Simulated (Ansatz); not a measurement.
Bi(F)(Me)2 (C2H6BiF), SMILES [CH3][Bi]([CH3])[F].

Geometry optimised at B3LYP-D3(BJ)/def2-SVP. The structure was generated by enumeration; whether it is a known compound was not checked. The def2 effective core potentials stand for the cores of Bi; spin–orbit coupling is left out.

Two levels are set side by side: PBE/def2-SVPD (Ansatz, a program for electronic structure) and PBE0/def2-SVPD (Ansatz). Energy differences of separate SCF runs at the same geometry; the states with an electron removed or added have multiplicity 2 and 2. Differences are taken from unrounded values.

```csv
quantity,PBE0,PBE,PBE minus PBE0
vertical ionisation energy (eV),9.23,9.04,-0.19
vertical singlet–triplet gap (eV),4.01,3.88,-0.12
```
